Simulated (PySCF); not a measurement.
A PySCF script (with the pyscf-properties extension) for the NMR shieldings of `InChI=1S/2K`, on a GFN2-xTB geometry:

```python
import basis_set_exchange as bse
import numpy as np
from pyscf import gto, dft
from pyscf.prop import nmr

atoms = """
K     1.696469   -0.002568   -0.003230
K    -1.693712    0.003836   -0.010919
"""
names = dict.fromkeys(["K"], "pcSseg-1")
basis = {el: gto.basis.parse(bse.get_basis(n, elements=[el], fmt="nwchem")) for el, n in names.items()}
mol = gto.M(atom=atoms, basis=basis, charge=0, verbose=0)
mf = dft.RKS(mol, xc="PBE0")
mf.grids.level = 2
mf.grids.alignment = dft.numint.BLKSIZE   # the property module wants whole blocks of grid points
mf.conv_tol = 1e-9
mf.kernel()

calc = nmr.RKS(mf)   # GIAO
C = mf.mo_coeff
Co = C[:, mf.mo_occ > 0]
resp = mf.gen_response(singlet=True, hermi=2)
def vind(x):   # induced exchange potential for any number of trial vectors
    d = np.einsum("pi,xij,qj->xpq", C, 2 * x.reshape(-1, C.shape[1], Co.shape[1]), Co, optimize=True)
    return np.einsum("xpq,pi,qj->xij", resp(d - d.transpose(0, 2, 1)), C, Co, optimize=True).ravel()
mo1, _ = nmr.rhf.solve_mo1(calc, with_cphf=vind)
sigma = calc.kernel(mo1)
for i, s in enumerate(sigma):   # ppm
    w = np.linalg.eigvalsh((s + s.T) / 2)
    print("%2d %-2s iso %8.1f  s11 %8.1f  s22 %8.1f  s33 %8.1f" % (i, mol.atom_pure_symbol(i), w.mean(), *w))
```

Question: What are the results?

Answer: 
```
 0 K  iso   1262.9  s11   1228.1  s22   1228.1  s33   1332.5
 1 K  iso   1262.9  s11   1228.1  s22   1228.1  s33   1332.5
```

These numbers come from an equivalent density-fitted implementation of the same equations, which agrees with the script to about 0.01 ppm for H and up to a few tenths of a ppm for heavy atoms, so last digits may differ.

Size and cost of the density-fitted run: 76 basis functions, 1.9 s wall time on 1 thread of an Arm Neoverse V2, shared host.
